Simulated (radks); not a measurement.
The numbers below are computed, except where a source is named.
The gadolinium ion Gd18+, 46 electrons, occupied as [Kr] 4d10 (the NIST ground configuration). Level of theory: Dirac Kohn-Sham, BLYP, spin-unpolarised, spherical densities, finite nucleus; Fermi nuclear charge, rms radius 5.1569 fm (a radial shooting solver on a logarithmic mesh with Libxc functionals). Some entries of the table are withheld. Estimate them.

orbital  occ.  eigenvalue (Ry)  <1/r> (bohr^-1)
1s1/2       2        -3710.338              (1)
2s1/2       2        -639.0247            17.09
2p1/2       2        -608.4294            17.07
2p3/2       4        -557.2854            15.09
3s1/2       2        -166.7627            6.237
3p1/2       2        -153.5111            6.152
3p3/2       4        -142.9939            5.651
3d3/2       4        -120.0853            5.525
3d5/2       6        -117.7976            5.401
4s1/2       2        -57.32409            2.707
4p1/2       2              (2)            2.617
4p3/2       4              (3)            2.454
4d3/2       4              (4)            2.288
4d5/2       6              (5)            2.250

Answer. 
(1) 1s1/2 <1/r> (bohr^-1): 71.65
(2) 4p1/2 eigenvalue (Ry): -52.05774
(3) 4p3/2 eigenvalue (Ry): -49.46145
(4) 4d3/2 eigenvalue (Ry): -40.69506
(5) 4d5/2 eigenvalue (Ry): -40.18671
